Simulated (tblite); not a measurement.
Compound: C5H6ClF2O (doublet state).
Structure used (GFN2-xTB), in Å, numbered top down from 1:
```xyz
15
C5H6ClF2O angstrom
F     -1.7048    0.5507   -1.3760
C     -1.4637    0.4022   -0.0239
O     -0.7709    1.4875    0.4386
C      0.5839    1.5433    0.1658
C      1.4140    0.3140    0.1731
C      0.6631   -0.8611   -0.4647
C     -0.7164   -0.9311    0.1634
F     -0.6196   -1.1648    1.5086
Cl    -1.6890   -2.2542   -0.5318
H     -2.4420    0.3891    0.4746
H      0.9899    2.4991    0.4405
H      1.6764    0.0361    1.2070
H      2.3470    0.5012   -0.3598
H      0.5368   -0.7033   -1.5366
H      1.1907   -1.8008   -0.3007
```

Calculated harmonic vibrations of the isolated species, GFN2-xTB (tblite), most abundant isotopes, no scaling. The method is semi-empirical: single wavenumbers can be off by several per cent or more. One conformer, not necessarily the lowest. Open shells enter through the occupations alone, without spin polarisation, and single modes of such species can be off by tens of per cent.

Harmonic wavenumbers (cm⁻¹): 91.1, 142.0, 162.6, 211.2, 262.8, 290.6, 359.0, 379.7, 430.6, 458.0, 472.5, 575.0, 648.2, 764.8, 875.7, 911.3, 948.9, 952.4, 979.0, 999.6, 1051.7, 1092.8, 1144.8, 1170.6, 1190.5, 1207.5, 1251.8, 1256.8, 1294.4, 1312.4, 1334.0, 1444.7, 1455.5, 2828.5, 2936.3, 2993.4, 3005.8, 3007.5, 3136.5.

A = 2165, B = 1239, C = 1035 MHz; mass 155.008 u (most abundant isotopes); point group C1, symmetry number 1; spin multiplicity 2.

Zero-point energy?

½Σν̃ = 22515 cm⁻¹ = 269.34 kJ/mol.

Give the ideal-gas entropy at 298.15 K and 1 bar in the rigid-rotor, harmonic-oscillator model (classical rotation).

Translation 171.76, rotation 121.92, vibration 87.52, spin (R ln 2) 5.76: S = 387.0 J/(mol K).

And Cp and H(298.15 K) − H(0)?

Cp = 141.92 J/(mol K), of which vibrations give 108.66 (their classical limit is 39 R = 324.3); H(298.15 K) − H(0) = 25.18 kJ/mol without the zero-point energy, 15.27 from vibrations.

Which modes carry the vibrational entropy at 298.15 K?

91.1 cm⁻¹: 15.21; 142.0 cm⁻¹: 11.62; 162.6 cm⁻¹: 10.54; 211.2 cm⁻¹: 8.51; 262.8 cm⁻¹: 6.87; 290.6 cm⁻¹: 6.15 J/(mol K); the other 33 give 28.61 together.

What must be added to the electronic energy to get the Gibbs energy at 298.15 K and 1 bar?

ZPE + [H(298.15 K) − H(0)] − T·S = 269.34 + 25.18 − 115.37 = 179.15 kJ/mol.

Blend soft modes into free rotors: weight 1/[1 + (100 cm⁻¹/ν̃)⁴] for the oscillator and the rest for a rotor with moment μB/(μ + B), μ = h/(8π²ν), B = 10⁻⁴⁴ kg m². What vibrational entropy results?

85.61 J/(mol K) in place of 87.52, which changes −T·S at 298.15 K by +0.57 kJ/mol.

Hindered rotation and anharmonicity are outside this model. Other conformers, if any are populated, would add a mixing term that is left out. The structure is chiral; the term R ln 2 for an equal mix with its mirror image is left out.
